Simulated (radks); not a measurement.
Question: All-electron atom: Ar II in [Ne] 3s1.5 3p5 4s0.5 (fractional occupations, a model configuration). Method: Dirac Kohn-Sham, PBE, spin-unpolarised, spherical densities, finite nucleus; open shells fill j = l - 1/2 first; Fermi nuclear charge, rms radius 3.4274 fm; computed with a radial shooting solver on a logarithmic mesh with Libxc functionals. Some entries of the table are withheld. Estimate them.

orbital,occ.,eigenvalue (hartree),<r^2> (bohr^2)
1s1/2,2,-115.3612,(1)
2s1/2,2,-11.59818,0.2032
2p1/2,2,-9.18877,0.1746
2p3/2,4,-9.10653,0.1767
3s1/2,1.5,-1.47771,2.099
3p1/2,2,-0.93722,(2)
3p3/2,3,-0.92949,(3)
4s1/2,0.5,-0.26691,19.38
3d3/2,0,-0.22216,(4)
3d5/2,0,-0.22188,(5)
4p1/2,0,(6),29.61
4p3/2,0,(7),29.80

Answer: 
(1) 1s1/2 <r^2> (bohr^2): 0.009887
(2) 3p1/2 <r^2> (bohr^2): 2.674
(3) 3p3/2 <r^2> (bohr^2): 2.700
(4) 3d3/2 <r^2> (bohr^2): 8.704
(5) 3d5/2 <r^2> (bohr^2): 8.726
(6) 4p1/2 eigenvalue (hartree): -0.17953
(7) 4p3/2 eigenvalue (hartree): -0.17885
